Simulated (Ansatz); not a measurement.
`C[BH][Ga]([CH3])[F]`, charge 0, multiplicity 1.

**Question.** Give a relaxed structure at PBE0-D4/def2-TZVP (the Gaussian-basis code of Ansatz). (Estimate.)

**Answer.** The calculation gave: 
```xyz
12

C     0.8559   -1.1207    1.8685
B    -0.2068   -0.1082    1.3649
Ga   -0.1354    0.8690   -0.4832
C    -0.7383    0.5714   -2.3253
F     0.7098    2.4345   -0.3650
H     0.9680   -1.1440    2.9556
H     0.4101   -2.0976    1.6042
H     1.8366   -1.0903    1.3926
H    -1.1648    0.0849    2.0645
H    -1.3634    1.4105   -2.6406
H    -1.3015   -0.3546   -2.4470
H     0.1298    0.5453   -2.9891
```
This is one stationary point; other conformers may exist.
